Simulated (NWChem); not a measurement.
Species: AlHIF; SMILES [F][AlH][I]

Results from NWChem. Geometry: optimised at PBE0/def2-SVP. def2 effective core potentials on I; no spin-orbit coupling. LC-ωPBE (HJS hole) with def2-SVP; x = 1 − exp(−ω/0.25 bohr⁻¹) is a scale chosen for this fit.

```
row           x  −ε(HOMO) (eV)
--------  -----  -------------
ω = 0.10  0.330           8.32
ω = 0.15  0.451           8.92
ω = 0.35  0.753          10.43
ω = 0.40  0.798       withheld
ω = 0.50  0.865          10.97
```

Task: Fit a straight line of the last column on the one before it, predict the withheld value, and compare with the run.

Result: 
1. Means of the 4 shown rows: x = 0.5998, y = 9.660. Slope Σ(x − x̄)(y − ȳ)/Σ(x − x̄)² = 0.9370/0.1887 = 4.965; intercept 6.682.
2. The shown rows scatter about the line by 0.006 (root mean square); the largest residual is +0.01, at ω = 0.35.
3. At x = 0.798 (ω = 0.40; inside the shown range) the line gives 10.64.
4. The run gives 10.65, +0.01 from the line.
